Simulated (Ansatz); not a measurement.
Basis sets compared for Cs2Br2. The state is a singlet with charge 0. Geometry PBE-D4/def2-SVP. Ansatz on 4 threads of Arm Neoverse N1 on a shared host; times are rough, and most runs start from earlier orbitals.

```csv
atom,x (Å),y (Å),z (Å)
Cs1,-2.082,-1.137,-0.347
Cs2,2.070,1.168,0.317
Br3,0.985,-1.285,-1.706
Br4,-0.974,1.255,1.735
```

In the def2 sets Cs takes a core potential; there is no spin–orbit coupling. The structure comes from a short search, and lower isomers may exist.

Binding counts from free atoms (Cs doublet, Br doublet) in the same basis, without a counterpoise term.

```json
{"level": "PBE-D4/def2-SVP", "functions": "112", "energy (Eh)": "-5187.4621", "HOMO (eV)": "-4.85", "LUMO (eV)": "-1.24", "binding per atom (eV)": "2.40", "wall time": "2.4 s"}
{"level": "PBE-D4/def2-TZVP (with forces)", "functions": "154", "energy (Eh)": "-5188.0898", "HOMO (eV)": "-5.06", "LUMO (eV)": "-1.20", "binding per atom (eV)": "2.41", "wall time": "4.6 s"}
{"level": "r2SCAN-D4/def2-TZVP", "functions": "154", "energy (Eh)": "-5188.8491", "HOMO (eV)": "-5.31", "LUMO (eV)": "-0.57", "binding per atom (eV)": "2.50", "wall time": "7.5 s"}
{"level": "PBE0-D4/def2-SVP", "functions": "112", "energy (Eh)": "-5187.6344", "HOMO (eV)": "-6.02", "LUMO (eV)": "-0.77", "binding per atom (eV)": "2.42", "wall time": "3.5 s"}
{"level": "PBE0-D4/def2-TZVP", "functions": "154", "energy (Eh)": "-5188.2601", "HOMO (eV)": "-6.23", "LUMO (eV)": "-0.73", "binding per atom (eV)": "2.42", "wall time": "5.5 s"}
```

Estimate the rows for PBE-D4/def2-TZVPD, r2SCAN-D4/def2-TZVPD, PBE0-D4/def2-TZVPD.


```
               level  functions  energy (Eh)  HOMO (eV)  LUMO (eV)  binding per atom (eV)  wall time
   PBE-D4/def2-TZVPD        178   -5188.0911      -5.07      -1.20                   2.41      4.9 s
r2SCAN-D4/def2-TZVPD        178   -5188.8505      -5.32      -0.55                   2.50       11 s
  PBE0-D4/def2-TZVPD        178   -5188.2614      -6.23      -0.73                   2.43        7 s
```
